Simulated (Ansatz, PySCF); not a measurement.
Reaction (SMILES): C=CC(F)(F)F [3,3,3-trifluoroprop-1-ene] -> C=C[C](F)F + F atom (the C-F bond at the site shown breaks; other sites are not compared here)
Each molecule is optimised on its own at B3LYP-D3(BJ)/def2-TZVP (Ansatz, a quantum-chemistry and plane-wave program), one conformer each, not searched for the lowest. Frequencies are from Ansatz or PySCF. Markedly spin-contaminated UHF reference, which strains HF, MP2 and, less, CCSD(T): C=C[C](F)F.

Wanted: bond dissociation energy (0 K, with B3LYP-D3(BJ) harmonic zero-point energies), in eV. Valence correlation only, unless marked. UHF or UKS for open shells. Spin-orbit coupling is left out. Non-relativistic unless marked X2C. CBS(X,Y): correlation extrapolated as X^-3; Hartree-Fock from the larger set.

| level | program | bond dissociation energy (eV) | minus last row |
|---|---|---|---|
| HF/cc-pwCVTZ | Ansatz | 3.06 | -1.97 |
| r2SCAN/def2-TZVPD | Ansatz | 4.64 | -0.39 |
| B3LYP/def2-TZVPD | Ansatz | 4.58 | -0.45 |
| PBE0/STO-3G | Ansatz | 3.90 | -1.13 |
| PBE0/def2-SVP | Ansatz | 4.81 | -0.22 |
| BHLYP/def2-TZVPD | Ansatz | 4.36 | -0.67 |
| MP2/cc-pwCVTZ | Ansatz | 5.45 | 0.42 |
| MP2/CBS(cc-pVTZ,cc-pVQZ) | Ansatz | 5.60 | 0.57 |
| RI-MP2/cc-pVTZ | Ansatz | 5.44 | 0.41 |
| RI-MP2/CBS(cc-pVTZ,cc-pVQZ) | Ansatz | 5.60 | 0.57 |
| SCS-MP2/cc-pVQZ | Ansatz | 5.42 | 0.39 |
| CCSD/cc-pVTZ | Ansatz | 4.75 | -0.28 |
| CCSD/CBS(cc-pVTZ,cc-pVQZ) | Ansatz | 4.87 | -0.16 |
| X2C-CCSD(T)/cc-pVTZ-DK | Ansatz | 4.89 | -0.14 |
| CCSD(T)/CBS(cc-pVTZ,cc-pVQZ) | Ansatz | 5.03 | 0.00 |
